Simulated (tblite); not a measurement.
Isomers of C9H9F. Calculated harmonic vibrations of the isolated species, GFN2-xTB (tblite), most abundant isotopes, no scaling. Errors from tens to a few hundred cm⁻¹ against measured bands are possible. One conformer each.

Electronic energies: GFN2-xTB at the same geometries; isomer energies are rough at this level and their order can be wrong.

```
              SMILES  electronic energy, lowest = 0 (kJ/mol)
 C=C(F)C(=C)C#CC1CC1                                   280.4
    Fc1cccc(C2CC2)c1                                     0.0
   C=CC(F)(C#CC)C#CC                                   347.7
CC#CC1=CC=C[C@]1(C)F                                   171.4
```

Q: How do GFN2-xTB zero-point energies change the relative energies?

A: 
```json
{"SMILES": "Fc1cccc(C2CC2)c1", "ZPE (kJ/mol)": "396.9", "of it from modes above 1550 cm⁻¹": "185.6", "electronic (kJ/mol)": "0.0", "with ZPE, lowest = 0 (kJ/mol)": "0.0", "lowest mode (cm⁻¹)": "68", "rings": "2"}
{"SMILES": "CC#CC1=CC=C[C@]1(C)F", "ZPE (kJ/mol)": "384.6", "of it from modes above 1550 cm⁻¹": "198.1", "electronic (kJ/mol)": "171.4", "with ZPE, lowest = 0 (kJ/mol)": "159.1", "lowest mode (cm⁻¹)": "19i", "rings": "1"}
{"SMILES": "C=C(F)C(=C)C#CC1CC1", "ZPE (kJ/mol)": "383.6", "of it from modes above 1550 cm⁻¹": "201.4", "electronic (kJ/mol)": "280.4", "with ZPE, lowest = 0 (kJ/mol)": "267.2", "lowest mode (cm⁻¹)": "20", "rings": "1"}
{"SMILES": "C=CC(F)(C#CC)C#CC", "ZPE (kJ/mol)": "375.0", "of it from modes above 1550 cm⁻¹": "202.7", "electronic (kJ/mol)": "347.7", "with ZPE, lowest = 0 (kJ/mol)": "325.8", "lowest mode (cm⁻¹)": "18i", "rings": "0"}
```

The zero-point energies span 21.9 kJ/mol, from `C=CC(F)(C#CC)C#CC` to `Fc1cccc(C2CC2)c1`. Slightly imaginary modes are left out of the zero-point energy: `CC#CC1=CC=C[C@]1(C)F` 19.3i cm⁻¹ and `C=CC(F)(C#CC)C#CC` 18.3i, 13.9i cm⁻¹. The order is unchanged.
